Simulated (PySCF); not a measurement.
C3H7BO3, SMILES OB1OCC[C@H]1O.

Geometry optimised at B3LYP-D3(BJ)/def2-SVP. The structure was generated by enumeration; whether it is a known compound was not checked. Other conformers were not sampled.

Two levels are set side by side: PBE/def2-TZVP (PySCF) and M06-2X/def2-TZVP (PySCF). Same geometry, gas phase. Differences are taken from unrounded values.

```
quantity                     M06-2X
---------------------------  ------
orbital gap (eV)              10.35
highest occupied level (eV)   -9.07
lowest empty level (eV)        1.27
dipole moment (D)              1.64
mean polarisability (bohr³)    56.1
```

Q: What does PBE give, and how far is it from M06-2X? (An estimate is asked for; the answer gives what the named calculation found.)

A: 
| quantity | PBE | PBE minus M06-2X |
|---|---|---|
| orbital gap (eV) | 5.67 | -4.68 |
| highest occupied level (eV) | -5.83 | 3.24 |
| lowest empty level (eV) | -0.17 | -1.44 |
| dipole moment (D) | 1.56 | -0.08 |
| mean polarisability (bohr³) | 59.7 | 3.6 |

Without exact exchange PBE keeps part of each electron's self-repulsion, which lifts occupied levels and narrows the gap. PBE's more diffuse valence density responds more strongly to a field. Differences between two approximate levels are no errors against the true value.

Rough cost on one machine, each run with all the roots and properties that it gave: M06-2X against PBE about 4 times.
